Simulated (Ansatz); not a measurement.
Steps of a relaxation of CH4ClNOSi (`N=C(Cl)[SiH2]O`) with RKS PBE-D4/def2-SVP.

```sh
$ ansatz run in.yaml --threads 4 --pin off --events-out ev --progress --plain --max-ram 10444MiB
```

```yaml
crystal:
  periodic: [false, false, false]
  atoms:
    - {symbol: N, position_ang: [-0.989700, 0.281800, 1.357800]}
    - {symbol: C, position_ang: [0.051600, 0.589400, 0.706000]}
    - {symbol: Cl, position_ang: [1.053400, 1.800300, 1.315500]}
    - {symbol: Si, position_ang: [0.574400, -0.317100, -0.873900]}
    - {symbol: O, position_ang: [-0.647500, -1.469800, -1.312300]}
    - {symbol: H, position_ang: [-1.072300, 0.960600, 2.166900]}
    - {symbol: H, position_ang: [1.825300, -1.034600, -0.725800]}
    - {symbol: H, position_ang: [0.686700, 0.626000, -2.020900]}
    - {symbol: H, position_ang: [-1.393400, -1.482900, -0.630400]}
basis:
  gaussian: {orbitals: def2-SVP}
hamiltonian: {xc: pbe, dispersion: d4}
relax: {f_tol: 0.03, max_steps: 200}
```

Positions (Å) and forces (eV/Å) along the path, 8 of 8 steps:

```xyz
9
step=1 energy=-25015.5099 eV
N    -0.990    0.282    1.358   -1.107    0.029    0.388
C     0.052    0.589    0.706   -0.619   -1.047   -0.176
Cl    1.053    1.800    1.315    1.949    1.871    0.309
Si    0.574   -0.317   -0.874   -1.951   -1.128   -1.138
O    -0.647   -1.470   -1.312   -0.217    0.905    1.522
H    -1.072    0.961    2.167   -0.194   -0.792   -0.397
H     1.825   -1.035   -0.726    0.926   -0.298    0.348
H     0.687    0.626   -2.021    0.119    0.365    0.022
H    -1.393   -1.483   -0.630    1.093    0.095   -0.878
9
step=2 energy=-25015.7796 eV
N    -1.041    0.272    1.253    0.743    0.020    0.552
C     0.078    0.553    0.690   -1.396   -0.412   -0.163
Cl    1.093    1.835    1.237    0.988    0.744    0.377
Si    0.576   -0.338   -0.914   -1.136   -0.753   -0.339
O    -0.697   -1.443   -1.231    0.450    0.666    0.496
H    -1.114    0.818    2.154   -0.356   -0.254   -0.644
H     1.866   -1.041   -0.684    0.235   -0.073    0.010
H     0.711    0.686   -2.005    0.031   -0.034    0.017
H    -1.383   -1.387   -0.518    0.441    0.096   -0.307
9
step=3 energy=-25015.8644 eV
N    -1.028    0.203    1.250    0.867    1.174    0.124
C     0.060    0.569    0.659   -0.961   -0.670    0.459
Cl    1.162    1.811    1.265    0.106    0.231    0.037
Si    0.562   -0.341   -0.940   -0.329   -0.330    0.034
O    -0.704   -1.435   -1.183    0.412    0.293   -0.067
H    -1.189    0.815    2.102   -0.037   -0.679   -0.526
H     1.882   -1.023   -0.684   -0.097    0.043   -0.098
H     0.701    0.692   -2.027   -0.018   -0.135    0.003
H    -1.358   -1.337   -0.458    0.058    0.073    0.035
9
step=4 energy=-25015.8830 eV
N    -0.982    0.259    1.258   -0.801    0.121    0.647
C     0.087    0.596    0.684    0.247   -0.182   -0.287
Cl    1.228    1.846    1.240    0.056    0.134    0.046
Si    0.530   -0.345   -0.907    0.262    0.018   -0.123
O    -0.684   -1.452   -1.221    0.121    0.079   -0.046
H    -1.228    0.792    2.120    0.159   -0.163   -0.215
H     1.850   -1.010   -0.662    0.042   -0.066   -0.056
H     0.673    0.684   -1.984   -0.015   -0.016   -0.124
H    -1.385   -1.415   -0.544   -0.070    0.075    0.158
9
step=5 energy=-25015.9132 eV
N    -1.013    0.237    1.254    0.041    0.247    0.220
C     0.071    0.572    0.681   -0.189   -0.140    0.002
Cl    1.186    1.844    1.249    0.031    0.060    0.047
Si    0.556   -0.344   -0.921    0.076   -0.026   -0.054
O    -0.689   -1.425   -1.193   -0.015   -0.030   -0.034
H    -1.226    0.780    2.119    0.044   -0.164   -0.213
H     1.873   -1.030   -0.697   -0.013    0.009   -0.008
H     0.694    0.666   -2.022   -0.003   -0.005   -0.007
H    -1.364   -1.346   -0.486    0.027    0.050    0.048
9
step=6 energy=-25015.9151 eV
N    -1.021    0.242    1.256   -0.045    0.122    0.173
C     0.061    0.567    0.681    0.015   -0.097   -0.136
Cl    1.188    1.833    1.252    0.008    0.026    0.028
Si    0.554   -0.348   -0.927    0.092    0.031   -0.018
O    -0.689   -1.433   -1.199    0.038    0.037    0.011
H    -1.225    0.783    2.119   -0.006   -0.106   -0.115
H     1.873   -1.027   -0.699    0.004   -0.001   -0.001
H     0.689    0.664   -2.025    0.001    0.010   -0.013
H    -1.341   -1.328   -0.476   -0.108   -0.023    0.071
9
step=7 energy=-25015.9178 eV
N    -1.023    0.237    1.243   -0.005    0.037    0.048
C     0.061    0.565    0.673    0.028   -0.012   -0.020
Cl    1.182    1.831    1.263    0.008    0.015    0.011
Si    0.563   -0.346   -0.932   -0.034   -0.008    0.005
O    -0.695   -1.422   -1.179    0.029    0.002   -0.022
H    -1.232    0.768    2.109   -0.012   -0.039   -0.044
H     1.880   -1.029   -0.708    0.003    0.001    0.001
H     0.695    0.661   -2.036    0.000   -0.003   -0.005
H    -1.342   -1.312   -0.449   -0.017    0.007    0.024
9
step=8 energy=-25015.9181 eV
N    -1.021    0.236    1.239    0.015    0.001   -0.003
C     0.065    0.565    0.673    0.010    0.027    0.002
Cl    1.183    1.833    1.268   -0.011   -0.016   -0.002
Si    0.563   -0.346   -0.934   -0.009   -0.009    0.010
O    -0.696   -1.420   -1.174    0.006   -0.006   -0.014
H    -1.238    0.763    2.103   -0.008   -0.004    0.000
H     1.881   -1.029   -0.711    0.000    0.000   -0.003
H     0.694    0.659   -2.040   -0.002    0.000    0.001
H    -1.341   -1.306   -0.442    0.000    0.008    0.009
```

It took 8.5 s on 4 threads of an Intel Xeon on a shared host, with 0.2 GiB of host memory at the peak.
